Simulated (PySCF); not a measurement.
**Electron correlation in Ge (germanium, neutral)**

Starting occupation: [Ar] 3d10 4s1 4p2 5s1, 4s1/2 with m_j = +1/2, 4p3/2 with m_j = +1/2, +3/2, 5s1/2 with m_j = +1/2. Computed with PySCF 2.14 in x2c-SVPall-2c with one added diffuse shell each of s, p, d type (6s7p4d, 47 functions), with X2C-1e with screened-nucleus spin-orbit coupling, Gaussian nucleus. Frozen: [Ne]; 22 electrons correlated.

MP2 pair energies summed by pair of shells (mhartree):

| pair | energy | share (%) |
| --- | --- | --- |
| 3d-3d | -128.23 | 46.6 |
| 3d-3p | -85.07 | 30.9 |
| 3p-3p | -20.69 | 7.5 |
| 3d-4p | -9.18 | 3.3 |
| 3d-3s | -8.54 | 3.1 |
| 4p-5s | -4.40 | 1.6 |
| 4p-4p | -4.34 | 1.6 |
| 3p-3s | -4.09 | 1.5 |
| 4p-4s | -3.64 | 1.3 |
| 3d-4s | -2.83 | 1.0 |
| 3p-4p | -1.50 | 0.5 |
| 4s-5s | -0.84 | 0.3 |
| 3s-3s | -0.75 | 0.3 |
| 3p-4s | -0.63 | 0.2 |
| 3d-5s | -0.36 | 0.1 |
| 3s-4p | -0.18 | 0.1 |
| 3s-4s | -0.11 | 0.0 |
| 3p-5s | -0.06 | 0.0 |
| 3s-5s | -0.01 | 0.0 |

Total MP2 correlation energy: -275.45 mhartree.

The GHF reference relaxed away from the jj start to a determinant that is no pure jj level (⟨S²⟩ = 6.00, ⟨J²⟩ = 12.01); the energies belong to that determinant.

This basis was not built for core-valence correlation, so the inner-shell part is incomplete.
